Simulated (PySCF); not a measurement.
MO₂ across group 13

Level: PBE0, basis family def2-TZVP, scalar-relativistic core potentials from Rb on and no relativity for lighter atoms.

Each entry is the lowest minimum that a search over a few typed start shapes (and spin states, where more than one is plausible) found, or that minimum re-optimised at the stated level; isomers with ligand–ligand bonds, or fragments after loss of a ligand pair, can lie lower. Open shells are unrestricted; no spin–orbit coupling; PySCF with density fitting.

| molecule | 2S+1 | point group | mean bond to the central atom (Å) | dipole (D) | polar-tensor charge of the central atom | lowest ω (cm⁻¹) |
| --- | --- | --- | --- | --- | --- | --- |
| BO₂ | 2 | D∞h | 1.260 | 0.00 | -0.39 | 417 |
| GaO₂ | ? | ? | ? | ? | ? | ? |
| InO₂ | 2 | C∞v | 1.877 | 2.02 | -0.24 | 159 |

(1) Fill in the row of GaO₂.

Answers

(1) 2S+1: 2; point group: D∞h; mean bond to the central atom (Å): 1.686; dipole (D): 0.00; polar-tensor charge of the central atom: -1.51; lowest ω (cm⁻¹): 183.

Left out of the table are members whose search was unfinished or whose lowest solution was spin-contaminated, unstable, very soft or bonded differently.
